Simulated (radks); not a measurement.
Polarisability of the iodine ion I5+, [Kr] 4d10 5s2, at imaginary frequency. Method: scalar-relativistic Kohn-Sham, LDA (Slater exchange, Perdew-Wang correlation), spin-polarised, spherical densities, finite nucleus; Fermi nuclear charge, rms radius 4.75 fm; computed with a radial shooting solver on a logarithmic mesh with Libxc functionals. Response by self-consistent Sternheimer equations with the Hartree and adiabatic LDA kernel, the relativistic mass of each level held fixed and spin-orbit coupling left out.

w (hartree)  alpha1(iw) (bohr^3)  alpha2(iw) (bohr^5)
0.00266                    5.690                10.73
0.0143                     5.687                10.73
0.0360                     5.674                10.72
0.0697                     5.630                10.70
0.118                      5.520                10.63
0.186                      5.292                10.50
0.280                      4.876                10.22
0.413                      4.226                9.679
0.605                      3.387                8.723
0.892                      2.516                7.207
1.35                       1.765                5.211
2.12                       1.165                3.179
3.59                      0.6654                1.608
6.94                      0.2732               0.6209
17.5                     0.06459               0.1298

Static values: alpha1 = 5.690 bohr^3 (0.8432 angstrom^3; uncoupled 10.35), alpha2 = 10.73 bohr^5, alpha3 = 41.29 bohr^7. C6 = 20.85, C8 = 243.2, triple-dipole C9 = 79.12 atomic units. One-pole (London) frequency 4 C6 / (3 alpha1^2) = 0.859 hartree, against 2.557 for minus the highest occupied eigenvalue.
